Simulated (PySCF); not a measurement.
A structure optimised at B3LYP-D3(BJ)/def2-SVP, used in a PySCF frequency run:

```
Te
Cl 1 2.3681
Cl 1 2.3681 2 100.28
Cl 1 2.4723 2 90.40 3 -90.48
Cl 1 2.4723 2 90.40 4 -179.04
```
Charge 0, spin multiplicity 1.

Q: Write its SMILES, formula and point group.

A: Cl[Te](Cl)(Cl)Cl, Cl₄Te, C2v

Q: What are its rotational constants (standard atomic weights)?

A: 1.4189, 0.91026, 0.75705 GHz
